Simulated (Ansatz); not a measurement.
Reaction (redistribution): `O[SiH](O)[SiH2]F` + `[GeH3][I]` → `F[SiH2]I` + `O[SiH](O)[GeH3]`

Program: Ansatz. Geometries: PBE0-D4/def2-TZVP. ΔE: electronic, gas phase. CCSD(T)/CBS adds triple-zeta CCSD(T) − MP2 to the extrapolated MP2 energy (def2 sets, frozen cores). DFT in def2-TZVPP. HSE06 is defined as in plane-wave codes. def2 core potentials past Kr. For Ge, I outer-core shells are correlated without core-valence functions, which leaves a few kJ/mol of doubt a bond. Scalar relativity is left out up to krypton. Each species was taken in one conformer, which may not be the lowest.

| level | ΔE (kcal/mol) |
| --- | --- |
| BLYP-D4 | -5.4 |
| r2SCAN0-D4 | -6.5 |
| HSE06-D4 | -5.7 |
| ωB97X-V | -5.1 |
| ωB97M-V | -6.6 |
| r2SCAN | -6.9 |
| HF/def2-TZVPP | -2.6 |
| HF/CBS(def2) | -2.6 |

Question: What does CCSD(T)/CBS give? (An estimate is asked.)

Answer: Computed: -6.9 kcal/mol. The listed levels differ from it by 1.5, 0.4, 1.2, 1.8, 0.3, 0.0, 4.3, 4.3 kcal/mol.

Largest T1 diagnostic among the species: 0.012.

In def2-TZVPP, CCSD(T) changes the Hartree–Fock value by −3.5 kcal/mol (the triples alone add −0.4 kcal/mol) and MP2 by −4.5 kcal/mol. Leaving LDA and LC-ωPBE aside and taking each functional with its dispersion term where it has one, the values, not all of them listed here, spread over 2.3 kcal/mol, from r2SCAN-D4 to BHLYP-D4. LDA lies −1.6 kcal/mol from PBE without D4. At CCSD(T), def2-SVP lies +2.9 kcal/mol from the extrapolated value and def2-TZVPP +0.8 kcal/mol.

CCSD(T)/CBS has its own doubt, a few kJ/mol and more with outer-core shells, so smaller differences from it don't rank the levels.
